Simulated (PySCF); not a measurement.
OZn, SMILES [O]=[Zn].

Geometry: PBE0-D3(BJ)/def2-TZVPD.

Calculation: TDA-ωB97X/def2-TZVPD (PySCF 2.14.0).

Vertical excitations; the highest root listed may be one member of a degenerate set. The molecule is in vacuum. State labels are in the subgroup C2v.

```csv
state,symmetry,energy (eV),λ (nm),f,main pairs
S1,B1,1.04,1191,0.004,HOMO−1→LUMO (degenerate set)
S2,B2,1.04,1191,0.004,HOMO→LUMO (degenerate set)
S3,A1,3.88,320,0.146,HOMO−2→LUMO 71 %
S4,A2,5.50,225,0.000,"HOMO−1→LUMO+2 36 %, HOMO→LUMO+1 36 %, HOMO−1→LUMO+5 12 %, HOMO→LUMO+4 12 %"
S5,A2,5.61,221,0.000,"HOMO→LUMO+1, HOMO−1→LUMO+2, HOMO→LUMO+4, HOMO−1→LUMO+5 (degenerate set)"
S6,A1,5.61,221,0.000,"HOMO−1→LUMO+1, HOMO→LUMO+2, HOMO→LUMO+5, HOMO−1→LUMO+4 (degenerate set)"
S7,B1,7.11,174,0.078,"HOMO−2→LUMO+1, HOMO−1→LUMO+3, HOMO−2→LUMO+4, HOMO−1→LUMO+6 (degenerate set)"
S8,B2,7.11,174,0.078,"HOMO−2→LUMO+2, HOMO→LUMO+3, HOMO−2→LUMO+5, HOMO→LUMO+6 (degenerate set)"
S9,B1,7.36,168,0.211,"HOMO−1→LUMO+6, HOMO−1→LUMO+3, HOMO−2→LUMO+1 (degenerate set)"
S10,B2,7.36,168,0.211,"HOMO→LUMO+6, HOMO→LUMO+3, HOMO−2→LUMO+2 (degenerate set)"
T1,B2,0.41,2991,0,HOMO→LUMO (degenerate set)
T2,B1,0.41,2991,0,HOMO−1→LUMO (degenerate set)
T3,A1,1.52,814,0,HOMO−2→LUMO 96 %
T4,A1,5.21,238,0,"HOMO→LUMO+2 36 %, HOMO−1→LUMO+1 36 %, HOMO→LUMO+5 11 %, HOMO−1→LUMO+4 11 %"
```
Triplets are in the Tamm–Dancoff approximation.
